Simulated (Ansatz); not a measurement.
Reaction (SMILES): [F][Ge]([Br])([Br])[Br] [tribromo(fluoro)germane] -> F atom + [Br][Ge]([Br])[Br] (the F-Ge bond at the site shown breaks; other sites are not compared here)
Structures are relaxed separately at B3LYP-D3(BJ)/def2-TZVP in Ansatz (a quantum-chemistry and plane-wave program). Frequencies are from Ansatz.

Wanted: bond dissociation energy (enthalpy at 298 K, with B3LYP-D3(BJ) rigid-rotor harmonic-oscillator terms), in kcal/mol. Correlated levels leave the core frozen unless marked. UHF or UKS for open shells. Spin-orbit coupling is left out. Frozen are the shells of the preceding noble gas and the d and f shells that filled before the atom's block. Non-relativistic. Basis-set limits of correlation are two-point, X^-3; Hartree-Fock from the larger set.

CCSD(T)/CBS(cc-pVTZ,cc-pVQZ) (Ansatz) gives 123.8 kcal/mol.

Q: Another calculation gave 111.2 kcal/mol. Which level was it?
(A) PBE/def2-TZVPD (Ansatz)
(B) BHLYP/def2-TZVPD (Ansatz)
(C) LC-wPBE/def2-TZVPD (Ansatz)
(D) B3LYP/def2-TZVPD (Ansatz)

A: D, B3LYP/def2-TZVPD (Ansatz). The others give 121.2 (LC-wPBE), 116.1 (PBE), 108.0 (BHLYP) kcal/mol.
